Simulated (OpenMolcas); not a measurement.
## Ce3+ in octahedral coordination: ligands and hosts compared

```json
{"Program": "OpenMolcas", "Method": "SS-CASPT2, IPEA 0.25 Eh, imaginary shift 0.1 Eh", "Active space": "1 electron in 7 orbitals (4f)", "Spin-orbit coupling": "state interaction with AMFI integrals over the reference wave functions"}
```

Distances were set from a Shannon-type radius of the metal (high-spin where two are listed) plus a fixed donor radius (Br 1.91, Cl 1.76, H2O 1.36, F 1.31, O 1.38 Å), in hosts weighted 0.65 to 0.35 with the host's distance in the model lattice. Anionic complexes are neutralised by point charges, and hosts are embedded clusters. Ligand basis ANO-RCC-VDZP. States (labels of the rotation group of each site). Energies in cm-1 above the lowest state or level, χT in cm3 K/mol; under a threefold ground state the first gap can be a small split of the lowest multiplet, not the spin-orbit step.

| Ligand or host | R (Å) | Metal basis | Outer charge (e at Å behind ligand) | Ground state | First state of that spin | First gap with spin-orbit (degeneracies) | Width of lowest J | χT at 300 K |
| --- | --- | --- | --- | --- | --- | --- | --- | --- |
| Br | 2.92 | ANO-RCC-VDZP | 0.5 at 2.6 | 2T2 | 2A2 47 | 250 (2, 4) | 252 | 0.738 |
| Cs2NaYBr6 | 2.866 | ANO-RCC-VDZP |  | 2A2 | 2T2 42 | 390 (2, 4) | 390 | 0.664 |
| Cs2NaYCl6 | 2.717 | ANO-RCC-VDZP |  | 2A2 | 2T2 130 | 520 (2, 4) | 523 | 0.589 |
| H2O | 2.37 | ANO-RCC-VDZP |  | 2A2 | 2T2 120 | 700 (2, 4) | 699 | 0.496 |
| CsCaF3 | 2.3 | ANO-RCC-VDZP |  | 2A2 | 2T2 500 | 990 (2, 4) | 994 | 0.394 |
| Cs2NaYF6 | 2.27 | ANO-RCC-VDZP |  | 2A2 | 2T2 620 | 1120 (2, 4) | 1118 | 0.359 |
| KCdF3 | 2.261 | ANO-RCC-VDZP |  | 2A2 | 2T2 620 | 1150 (2, 4) | 1145 | 0.352 |
| SrO | 2.457 | ANO-RCC-VDZP |  | 2A2 | 2T2 870 | 1230 (2, 4) | 1230 | 0.331 |
| CaO | 2.395 | ANO-RCC-VDZP |  | 2A2 | 2T2 1140 | 1480 (2, 4) | 1481 | 0.279 |

The rows also differ in their outer charges, so part of each step comes from that.

The width of the lowest J multiplet rises in the order Br < Cs2NaYBr6 < Cs2NaYCl6 < H2O < CsCaF3 < Cs2NaYF6 < KCdF3 < SrO < CaO, by a factor of 5.88 from first to last.

Roots that are degenerate in the reference are averaged as groups; the widest CASPT2 spread within a group is 190 cm-1 (the 3-fold group of multiplicity 2 near 2540 cm-1 above the lowest state of its run, KCdF3). Shifts and gaps below about the spread of the groups concerned are not significant. Over all roots computed the reference weight is 0.69 in Br, 0.70 in Cs2NaYBr6, 0.71 in H2O, 0.73 in Cs2NaYF6, 0.74 in KCdF3, 0.70 in SrO, 0.70 in CaO; a low but even weight reflects the number of correlated electrons. Splittings of an f shell from a small cluster at a set distance can be off by tens of per cent, mostly too small. No measured value stands beside these numbers; the geometry was imposed, not optimised, and the real ion may take another.
